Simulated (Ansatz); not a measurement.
Mulliken charges of CH7InSi (`[SiH3][CH2][InH2]`) from r2SCAN/def2-TZVPP in Ansatz (PBE0-D4/def2-TZVP geometry).

```
atom   x (Å)   y (Å)   z (Å)  charge (e)
 Si1  -1.170   0.397  -0.840       0.252
  C2   0.046  -0.821  -0.132      -0.510
 In3   1.485   0.101   1.191       0.562
  H4  -2.163  -0.233  -1.755      -0.078
  H5  -0.456   1.457  -1.607      -0.078
  H6  -1.925   1.073   0.253      -0.078
  H7   0.590  -1.304  -0.948       0.107
  H8  -0.495  -1.587   0.429       0.107
  H9   1.125   0.216   2.874      -0.142
 H10   2.963   0.703   0.533      -0.142
```

Question: By hand: the dipole of these point charges (1 e Å = 4.8032 D).

Answer: Σ q r = (0.300, -0.043, 0.228) e Å, of length 0.379 e Å = 1.82 D.

Question: How does the dipole of the full density compare? (An estimate is asked.)

Answer: Computed: (0.080, -0.204, 0.021) e Å, 1.06 D; the point charges give 1.72 times that, at 63° from its direction.

Point charges leave out the atoms' own dipoles, such as those of lone pairs, and Mulliken's split depends on the basis, so the two needn't agree.
